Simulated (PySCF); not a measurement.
Atom-mapped SMILES (the numbers label the heavy atoms): `[CH2:1]=[C:2]([CH:3]=[O:4])[SiH:5]1[SiH2:6][SiH2:7][SiH2:8]1` (H(Xn): hydrogen on atom n). Ha(Si6), Ha(Si7), Ha(Si8) are cis to C2 on the ring; Ha(C1) is cis to C3; Hb(Si6), Hb(Si7), Hb(Si8) are trans to C2 on the ring; Hb(C1) is trans to C3.

[PySCF: shieldings: GIAO PBE0/pcSseg-1; coordinates at the GFN2-xTB level; one conformer; one averaged value for each set of equivalent atoms; no solvent; relativity neglected]

δ = σ(ref) − σ, references computed at the same level: ¹³C, ¹H, ²⁹Si against TMS; ¹⁷O against H2O.

```tsv
atoms	nucleus	count	Hirshfeld charge	δ (ppm)
Hb(Si6)/Hb(Si8)	¹H	2	-0.08	4.23
C3	¹³C	1	0.13	205.8
Ha(Si6)/Ha(Si8)	¹H	2	-0.08	3.98
Hb(C1)	¹H	1	0.06	?
Si6/Si8	²⁹Si	2	0.13	-79.6
C2	¹³C	1	-0.10	?
Ha(C1)	¹H	1	0.06	7.04
O4	¹⁷O	1	-0.17	672.1
H(C3)	¹H	1	0.05	?
C1	¹³C	1	-0.04	?
Si5	²⁹Si	1	0.16	?
Si7	²⁹Si	1	0.14	-86.8
Ha(Si7)	¹H	1	-0.07	4.67
H(Si5)	¹H	1	-0.07	4.74
Hb(Si7)	¹H	1	-0.08	4.26
```

Estimate the values marked ?.

## Answers


- C2: 164.2 ppm, α carbon of a C=C–C=O unit; an sp2 carbon of a C=C bond
- C1: 155.8 ppm, β carbon of a C=C–C=O unit; conjugation with the carbonyl draws π density from the β position
- H(C3): 9.70 ppm, hydrogen on an aldehyde carbonyl carbon; deshielded by the polar, anisotropic C=O bond
- Hb(C1): 7.40 ppm, hydrogen on a β carbon of a C=C–C=O unit; olefinic region
- Si5: -50.7 ppm, silicon bonded to C, 2 Si, H, in a 4-membered ring

Shifts are as computed. Against solution values, carbons near 30 ppm lie about +3 ppm off and those near 130 ppm about +5 ppm. Of 1211 compounds with measured shifts, 218 miss one by over three times the rms of a fit or turn the order of signals round; such compounds aren't used in these exercises. Unscaled 17O shifts of doubly bonded oxygen tend to come out too high, by tens of ppm or more. Experimental scales use liquid or dissolved standards, which lie at an offset from isolated H2O (liquid H2O: subtract about 36 ppm).
